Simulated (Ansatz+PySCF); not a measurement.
Values are calculated unless marked as measured or tabulated.
## Several solutions for singlet BeO

```xyz
2

Be    0.0000    0.0000   -1.7846
O     0.0000    0.0000    0.8923
```

Basis set: cc-pVDZ (spherical functions). Charge 0, multiplicity 1.

UHF was run from several starts with Ansatz (development build ahead of 0.2.0) and PySCF 2.14.0.

| run | program | start | converged | energy (hartree) | <S²> |
| --- | --- | --- | --- | --- | --- |
| A | Ansatz | search for the lowest state | yes | -89.33089 | 1.28 |
| B | PySCF | guess 1e, instabilities followed | yes | -89.33089 | 1.28 |
| C | PySCF | guess minao, instabilities followed | yes | -89.33089 | 1.28 |
| D | PySCF | guess huckel, instabilities followed | yes | -89.33089 | 1.28 |
| E | Ansatz | stability test followed | yes | -89.33089 | 1.28 |
| F | PySCF | program defaults | yes | -89.24592 | 0.00 |
| G | Ansatz | atomic start, no search | yes | -89.24592 | 0.00 |
| H | PySCF | guess atom, instabilities followed | yes | -89.33089 | 1.28 |

**Question.** Which runs reached the lowest solution of this kind, and what is wrong with the others?

**Answer.** A, B, C, D, E, H reached the lowest solution found. Converged but too high: F by 2.31 eV, G by 2.31 eV. Convergence only shows a stationary point, and even a stable one can lie too high; stability tests and further starts are what find lower ones. Caution: another spin multiplicity may lie lower. Caution: the unrestricted determinant is a mixture of spin states.
